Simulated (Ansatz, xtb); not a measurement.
# C4H2F3N: 7 structures ranked

7 gas-phase structures of C4H2F3N, from a drawn sample of its isomers (lower ones may exist). Each was relaxed with GFN2-xTB; where two conformers were screened, the lower at r2SCAN-D4/def2-SVP is listed:

A. `N#C[C@H](F)/C(F)=C\F`, a singlet
B. `N#C/C=C/C(F)(F)F`, a singlet
C. `N#C/C=C\C(F)(F)F`, a singlet
D. `[H]/N=C/C#CC(F)(F)F`, a singlet
E. `C=C(C#N)C(F)(F)F`, a singlet
F. `[H]/N=C(/C#C)C(F)(F)F`, a singlet
G. `N#CCC(F)=C(F)F`, a singlet

**Question.** Which do you expect lowest at r2SCAN-D4/def2-SVP, and how would the others follow?

**Answer.** Calculated order at r2SCAN-D4/def2-SVP: B (0.0), E (6.4), C (9.1), G (101.9), A (143.4), F (147.1), D (159.9) kJ/mol. Less than 1 kcal/mol parts E and C; A and F, so the order within those pairs means little.

Energies above the lowest of each column, in kJ/mol; the last columns are at PBE0-D3(BJ)/def2-SVP geometries and were run for some of them only (a dash: not run or not comparable):

| structure | GFN2-xTB | HF/STO-3G | r2SCAN-D4/def2-SVP | PBE0-D3(BJ)/def2-SVP | CCSD(T)/def2-SVP + ΔMP2/def2-TZVPP |
| --- | --- | --- | --- | --- | --- |
| B | 0.0 | 0.0 | 0.0 | 0.0 | 0.0 |
| E | 8.4 | 2.5 | 6.4 | 6.4 | 6.1 |
| C | 7.6 | 6.6 | 9.1 | 9.3 | 9.7 |
| G | 31.0 | 28.3 | 101.9 | – | – |
| A | 67.7 | 81.1 | 143.4 | – | – |
| F | 95.9 | 202.2 | 147.1 | – | – |
| D | 105.2 | 205.2 | 159.9 | – | – |

Every level run on B puts it lowest or level with the lowest. Some further structures that were screened fall inside this span and aren't listed. Flexible structures stand in one conformer each, not always the lowest. C keeps a small imaginary mode. Frequencies (GFN2-xTB) were run for B, C, E alone. ΔMP2 is the change of the MP2 energy from the smaller to the larger basis.

Over these structures GFN2-xTB departs from r2SCAN-D4/def2-SVP by 31.0 kJ/mol on average once a common shift is removed. A GFN2-xTB relaxation took about 0.092 s and the r2SCAN-D4/def2-SVP energy about 1.7 s on a shared host (Ansatz 0.2.0, xtb 6.7.1).
